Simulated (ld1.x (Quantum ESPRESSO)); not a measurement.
## Transferability test, TM potential for Ta

ld1.x (Quantum ESPRESSO) 7.5 input, shortened:

```
&input
   title='Ta', zed=73., rel=1, dft='PZ', iswitch=3,
   config='[Xe] 4f14 5d3 6s2 6p0'
 /
 &inputp
   pseudotype=2, tm=.true., lloc=2,
   nlcc=.true., rcore=0.45
 /
4
6S  1  0   2.00   0.00  2.40  2.40  0.0
6P  2  1   0.00   0.00  2.95  2.95  0.0
4F  4  3  14.00   0.00  0.95  0.95  0.0
5D  3  2   3.00   0.00  2.70  2.70  0.0
 &test
   configts(1)='4f14 5d3 6s2 6p0'
 /
```

Energies are relative to the spin-unpolarised reference configuration 4f14 5d3 6s2 6p0; without spin polarisation the order of configurations can differ from experiment. Spin-polarised rows fill each open shell by Hund’s rule, majority spin first. Not all tests gave a result: 5 of 9 tests not solved or not reliable. Left out of the table: 4f14 5d2 6s0 6p0 (solver errors, printed error -142 meV); 4f14 5d2 6s2 6p1 (solver errors, printed error -2.4 eV); 4f14 5d3 6s0 6p2 (solver errors, printed error -8.6 eV); 4f13 5d3 6s2 6p0 (solver errors, printed error -4779 eV); 4f14 5d3 6s1 6p0 (spin-polarised) (solver errors, printed error +33 meV).

```tsv
valence configuration	charge	ΔE all-electron (eV)	error AE − PS (meV)
4f14 5d3 6s1 6p0	+1	8.702	-7.5
4f14 5d3 6s0 6p0	+2	24.010	-34
4f14 5d1 6s0 6p0	+4	83.301	-550
```

**Question.** What are ΔE and the potential's error for 4f14 5d3 6s2 6p0 (spin-polarised)?

**Answer.** ΔE = -1.047 eV all-electron; the error (AE − PS) is +15 meV.

Levels in the configuration 4f14 5d1 6s0 6p0:

```
level  all-electron (eV)  pseudo (eV)
   4f            -67.357      -68.388
   5d            -41.466      -42.068
```

Note: ghost states, extra bound levels that the all-electron valence spectrum of the same l lacks: s at -32.0 eV, p at -1.40 eV. A true bound ghost makes a file unfit for plane-wave use.
